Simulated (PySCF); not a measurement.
**A single-point calculation**

Pm(OH)3(NH3) (singlet in the valence; each metal's 4f electrons, 4 of them, lie in its core potential, out of spins and levels). PySCF 2.14.0, RKS r2SCAN, Pm lcecp-1-SVP with ECP50, O def2-SVP, H def2-SVP, N def2-SVP; non-relativistic Hamiltonian with scalar-relativistic core potentials where named; density fitting; no spin-orbit coupling. Purpose: level r2SCAN.

```python
mol = gto.M(atom='''
Pm     0.17663    -0.21328     0.26148
O      1.23139     1.34758     1.24957
H      1.73967     1.98619     1.74828
O     -1.44882    -1.13544     1.27908
H     -2.11066    -1.60484     1.78497
O      1.16665    -1.29855    -1.27824
H      1.66202    -1.82448    -1.90462
N     -1.28170     1.30302    -1.28322
H     -1.88773     1.91473    -0.73583
H     -0.72089     1.90248    -1.88908
H     -1.88709     0.74849    -1.88905''',
    basis={'Pm': 'lcecp-1-SVP', 'O': 'def2-SVP', 'H': 'def2-SVP', 'N': 'def2-SVP'},
    ecp={'Pm': 'lcecp-1-SVP'},
    charge=0, spin=0)
mf = dft.RKS(mol, xc='R2SCAN')
mf.grids.atom_grid = (75, 302)  # f atoms: unpruned, at least (60, 302)
mf = mf.density_fit()  # fitting sets: Pm AutoAux, O def2-universal-JKFIT, H def2-universal-JKFIT, N def2-universal-JKFIT
mf.conv_tol = 1e-08; mf.max_cycle = 55
mf.kernel(dm0)  # dm0: converged density of the relaxed state
mf.nuc_grad_method().kernel()
```

Run from Python with OMP_NUM_THREADS=2; the lines above give its settings. Where DIIS fails, smearing, a level shift and second-order steps follow.
It took 10 s on 2 threads of Arm Neoverse V2 (shared host), from an already converged density.

(1) Where do the frontier levels lie, over both spins?

(2) What are the Mulliken charges and spins?

(3) What forces act on the atoms (eV/Å)?

The geometry was relaxed with PBE0 (Pm lcecp-1-SVP with ECP50, O def2-SVP, H def2-SVP, N def2-SVP).

An lcecp potential fixes the number of 4f electrons, so in runs with it no electron can move into or out of that shell.

Results:

(1) HOMO -5.62 eV, LUMO -0.36 eV. The 4f levels lie in the core potential and are missing.

(2) 
| atom | charge (e) | spin (e) |
| --- | --- | --- |
| Pm1 | 0.914 | 0.000 |
| O2 | -0.536 | 0.000 |
| H3 | 0.167 | 0.000 |
| O4 | -0.536 | 0.000 |
| H5 | 0.167 | 0.000 |
| O6 | -0.536 | 0.000 |
| H7 | 0.167 | 0.000 |
| N8 | -0.296 | 0.000 |
| H9 | 0.163 | 0.000 |
| H10 | 0.162 | 0.000 |
| H11 | 0.163 | 0.000 |
The spin of the 4f electrons in the core isn't counted.

(3) 
```
Pm  -0.02  0.02 -0.02
O    0.01  0.04  0.00
H    0.08  0.10  0.07
O   -0.03  0.01  0.00
H   -0.12 -0.08  0.08
O   -0.01 -0.01 -0.02
H    0.08 -0.09 -0.11
N    0.08 -0.08  0.08
H   -0.05  0.05  0.01
H    0.01  0.04 -0.05
H   -0.05 -0.01 -0.05
```
Forces carry noise of the integration grid, about 0.01 to 0.03 eV/Å.
